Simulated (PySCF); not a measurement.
Work out the structure from these simulated measurements.

Formula: C7H9Cl.

| Item | Value |
| --- | --- |
| Rotational structure | rotational constants A, B, C: 3.867, 1.420, 1.419 GHz [PBE0-D3(BJ)/def2-TZVP] |
| 1H NMR | chemical shifts (computed TMS as zero) by class: 1.63 (6 H), 1.07 (3 H) ppm [GIAO B97-2/pcSseg-2] |
| 13C NMR | chemical shifts (computed TMS as zero) by class: 68.7 (1 C), 45.5 (3 C), 15.7 (3 C) ppm [GIAO B97-2/pcSseg-2] |
| Dipole | 2.26 D [B97-2/pcSseg-2] |
| NMR, other nuclei | isotropic shieldings of nuclei other than C and H, by class: 843 (1 Cl) ppm [GIAO B97-2/pcSseg-2] |

Gas-phase values; electronic properties from PySCF, density fitting. Levels stand in brackets. Geometry: PBE0-D3(BJ)/def2-TZVP; no solvent, vibrations or thermal averaging. NMR classes are plain means over equivalent atoms (diastereotopic ones count apart unless rotation or inversion swaps them), as if these changed places fast.

Problem. Propose a structure and show how it fits.

Solution. Numbering: `[Cl:1][C@:2]12[CH2:3][C@@H:4]3[C@H:5]([CH2:6]1)[C@@H:7]3[CH2:8]2`. Its formula, C7H9Cl, gives 3 degrees of unsaturation: 3 rings and 0 π bonds in the structure found. 7 carbons fall into 3 classes; from least to most shielded: sp3 C–Cl carbon [C2] (68.7 ppm), ring CH2 carbon [C3/C6/C8] (45.5 ppm, 3 C), sp3 carbon at a ring junction [C4/C5/C7] (15.7 ppm, 3 C). Hydrogen classes from least to most shielded: 6 H on 3 ring CH2 carbons, C3/C6/C8 (1.63 ppm), 3 H on 3 like atoms (sp3 carbon at a ring junction), C4/C5/C7 (1.07 ppm). The other shieldings belong to: 843 ppm, alkyl chlorine [Cl1]. The optimised geometry has point group C3v and is a prolate symmetric top (the spread among constants that symmetry makes equal is optimisation noise). Structure: 4-chloronortricyclene (`Cl[C@]12C[C@@H]3[C@H](C1)[C@@H]3C2`). The assignments are read from this structure; whether some other isomer fits the data as well wasn't checked.
